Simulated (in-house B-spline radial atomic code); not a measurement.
Successive ionisation energies of mercury; each step leads to the configuration of the next row (after the last: [Kr] 4d10). NIST's values go from ground level to ground level; the uncertainty of those that are theory runs from under 0.1 % in few-electron ions to several per cent in heavy many-electron ones. Computed with an all-electron radial atomic-structure program (B-spline basis): non-relativistic Hartree-Fock, average of the configuration, point nuclei.

This level leaves out relativity, spin-orbit splitting included, which matters for heavy ions.

| ion | configuration | ionisation energy (eV) | tabulated value (eV) | computed minus tabulated (eV) | highest orbital | largest mean radius (bohr) |
| --- | --- | --- | --- | --- | --- | --- |
| Hg27+ | [Kr] 4d10 4f7 | 931.1 | 930 | 1.1 | 4f | 0.4234 |
| Hg28+ | [Kr] 4d10 4f6 | 985.4 | 990 | -4.6 | 4f | 0.42092 |
| Hg29+ | [Kr] 4d10 4f5 | ? | ? | ? | ? | ? |
| Hg30+ | [Kr] 4d10 4f4 | ? | ? | ? | ? | ? |
| Hg31+ | [Kr] 4d10 4f3 | 1154.9 | 1160 | -5.1 | 4f | 0.41406 |
| Hg32+ | [Kr] 4d10 4f2 | 1213.5 | 1220 | -6.5 | 4f | 0.41184 |
| Hg33+ | [Kr] 4d10 4f1 | 1273.2 | 1280 | -6.8 | 4f | 0.40961 |

(1) Fill in the row of Hg29+.

(2) Fill in the row of Hg30+.

Results:

(1) ionisation energy (eV): 1040.9; tabulated value (eV): 1050; computed minus tabulated (eV): -9.1; highest orbital: 4f; largest mean radius (bohr): 0.41847.

(2) ionisation energy (eV): 1097.4; tabulated value (eV): 1110; computed minus tabulated (eV): -12.6; highest orbital: 4f; largest mean radius (bohr): 0.41627.
